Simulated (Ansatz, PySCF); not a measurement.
This Ansatz (a first-principles code) input computes a B3LYP/def2-TZVPD energy:

Ansatz 0.2 input:
```yaml
crystal:
  periodic: [false, false, false]
  atoms:
    - {symbol: C, position_ang: [-1.96307115, -0.16893015, 0.05252244]}
    - {symbol: C, position_ang: [-0.74668750, -0.97211734, 0.05639048]}
    - {symbol: C, position_ang: [0.56189315, -0.82968453, 0.02018289]}
    - {symbol: C, position_ang: [1.16996725, 0.46314413, -0.04584051]}
    - {symbol: N, position_ang: [1.64287786, 1.51366592, -0.09899561]}
    - {symbol: H, position_ang: [-1.72094497, 0.90104257, 0.00396535]}
    - {symbol: H, position_ang: [-2.59178843, -0.41875240, -0.80542916]}
    - {symbol: H, position_ang: [-2.55073987, -0.34810364, 0.95602666]}
    - {symbol: H, position_ang: [1.23071778, -1.68432065, 0.03887464]}
basis:
  gaussian:
    orbitals: def2-TZVPD
hamiltonian:
  xc: {name: B3LYP}
magnetization: {spin_polarized: true, initial_magnetization: 1}
output: {forces: true}
```

Task: Write an input for the same energy in PySCF and say what it gives.

Result: 
```python
from pyscf import gto, scf, dft

mol = gto.M(
    atom='''
    C    -1.96307115   -0.16893015    0.05252244
    C    -0.74668750   -0.97211734    0.05639048
    C     0.56189315   -0.82968453    0.02018289
    C     1.16996725    0.46314413   -0.04584051
    N     1.64287786    1.51366592   -0.09899561
    H    -1.72094497    0.90104257    0.00396535
    H    -2.59178843   -0.41875240   -0.80542916
    H    -2.55073987   -0.34810364    0.95602666
    H     1.23071778   -1.68432065    0.03887464
    ''',
    basis='def2-tzvpd',
    charge=0,
    spin=1,
    verbose=4,
)

mf = dft.UKS(mol, xc='b3lyp').density_fit(auxbasis='def2-universal-jkfit')
mf.grids.level = 3
mf.conv_tol = 1e-9
mf.max_cycle = 100
mf.max_memory = 1500
mf.kernel()
if not mf.converged:
    mf = mf.newton()
    mf.kernel(mf.make_rdm1())
for _ in range(2):
    mo, _, stable, _ = mf.stability(return_status=True)
    if stable:
        break
    mf.kernel(mf.make_rdm1(mo, mf.mo_occ))
mf.analyze()
```
It gives -209.55600 Eh, and Ansatz -209.55594 Eh, a difference of 0.06 mEh, from the treatment of integrals and grids.

It need not be the lowest isomer of its formula.
